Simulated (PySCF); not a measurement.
In⁺: excitation energy

In⁺ [Kr] 4d10 5s2 (1S) → In⁺ [Kr] 4d10 5s1 5d1 (3D), as a difference of total energies. All numbers are calculated (PySCF 2.14, a scalar-relativistic core potential, in aug-cc-pVTZ-PP with one added diffuse shell each of d, f type with ECP28MDF (6s5p5d3f, 67 functions)). Correlated levels: valence: 4s2 4p6 4d10 frozen. The calculations carry no spin-orbit coupling.

| method | excitation energy (cm⁻¹) | error (cm⁻¹) |
| --- | --- | --- |
| UHF | 89627 | -12592 |
| MP2 (valence) | 93915 | -8304 |
| SCS-MP2 (valence) | 95490 | -6729 |
| CCSD (valence) | 95330 | -6890 |

Reference: 102220 cm⁻¹ (measured; NIST levels, between the centres of gravity of the two terms).

Errors of the correlated levels include the incompleteness of this basis and the frozen core.

With two correlated electrons CCSD is exact in that space.
